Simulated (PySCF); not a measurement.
A PySCF script (with the pyscf-properties extension) for the NMR shieldings of SMILES C=C[Si@]1(N(C)C)CCCO1, C₇H₁₅NOSi, on a PBE0-D3(BJ)/def2-SVP geometry:

```python
import basis_set_exchange as bse
import numpy as np
from pyscf import gto, dft
from pyscf.prop import nmr

atoms = """
C    -0.138432    3.044366   -0.167456
C    -0.411462    1.965318   -0.910944
Si    0.037354    0.221513   -0.427772
N    -1.358210   -0.782987   -0.192972
C    -2.197409   -0.593134    0.959905
C    -1.987930   -1.459863   -1.297357
C     1.302771    0.065645    0.960046
C     2.571692   -0.248773    0.147181
C     2.155287   -1.052291   -1.087313
O     0.987307   -0.471230   -1.633347
H     0.406066    2.970678    0.781350
H    -0.441015    4.055096   -0.464766
H    -0.963269    2.117517   -1.849046
H    -3.088089    0.035879    0.753504
H    -1.636521   -0.107217    1.775061
H    -2.564405   -1.561566    1.349602
H    -1.266079   -1.591895   -2.116432
H    -2.869475   -0.915364   -1.695497
H    -2.337892   -2.465195   -0.994878
H     1.431548    0.940579    1.613271
H     1.019931   -0.787223    1.599614
H     3.331518   -0.789258    0.735148
H     3.032240    0.695572   -0.188137
H     2.945443   -1.055381   -1.855630
H     1.960252   -2.107032   -0.809763
"""
names = dict.fromkeys(["C", "Si", "N", "O", "H"], "pcSseg-1")
basis = {el: gto.basis.parse(bse.get_basis(n, elements=[el], fmt="nwchem")) for el, n in names.items()}
mol = gto.M(atom=atoms, basis=basis, charge=0, verbose=0)
mf = dft.RKS(mol, xc="PBE0")
mf.grids.level = 2
mf.grids.alignment = dft.numint.BLKSIZE   # the property module wants whole blocks of grid points
mf.conv_tol = 1e-9
mf.kernel()

calc = nmr.RKS(mf)   # GIAO
C = mf.mo_coeff
Co = C[:, mf.mo_occ > 0]
resp = mf.gen_response(singlet=True, hermi=2)
def vind(x):   # induced exchange potential for any number of trial vectors
    d = np.einsum("pi,xij,qj->xpq", C, 2 * x.reshape(-1, C.shape[1], Co.shape[1]), Co, optimize=True)
    return np.einsum("xpq,pi,qj->xij", resp(d - d.transpose(0, 2, 1)), C, Co, optimize=True).ravel()
mo1, _ = nmr.rhf.solve_mo1(calc, with_cphf=vind)
sigma = calc.kernel(mo1)
for i, s in enumerate(sigma):   # ppm
    print("%2d %-2s %9.2f" % (i, mol.atom_pure_symbol(i), np.trace(s) / 3))
```

Problem. Give the expected output.

Solution. 
```
 0 C      44.90
 1 C      40.62
 2 Si    339.54
 3 N     237.20
 4 C     147.84
 5 C     147.39
 6 C     177.05
 7 C     153.43
 8 C     114.96
 9 O     268.19
10 H      25.36
11 H      25.16
12 H      24.95
13 H      29.08
14 H      28.87
15 H      28.97
16 H      27.89
17 H      29.02
18 H      29.02
19 H      30.24
20 H      30.91
21 H      29.44
22 H      29.61
23 H      27.24
24 H      27.53
```

These numbers come from an equivalent density-fitted implementation of the same equations, which agrees with the script to about 0.01 ppm for H and up to a few tenths of a ppm for heavy atoms, so last digits may differ.

Problem. Turn these shieldings into chemical shifts. Scale: TMS for 13C (σref 184.41), 29Si (σref 351.99), 1H (σref 31.27); NH3 for 15N (σref 265.67); 17O (σref 334.56) against H2O (reference shieldings calculated alike).

Solution. Averaging equivalent atoms: C 1: 143.8; C 0: 139.5; C 8: 69.5; C 4/5: 36.8; C 7: 31.0; C 6: 7.4; Si 2: 12.5; N 3: 28.5; O 9: 66.4; H 12: 6.31; H 11: 6.10; H 10: 5.91; H 23: 4.02; H 24: 3.74; H 13/14/15/16/17/18: 2.46; H 21: 1.82; H 22: 1.66; H 19: 1.03; H 20: 0.35 ppm. Experimental scales use liquid or dissolved standards, which lie at an offset from isolated NH3 (liquid NH3: subtract about 20 ppm) and H2O (liquid H2O: subtract about 36 ppm).

Size and cost of the density-fitted run: 252 basis functions, 65 s wall time on 1 thread of an Arm Neoverse V2, shared host; peak memory 1.2 GiB.
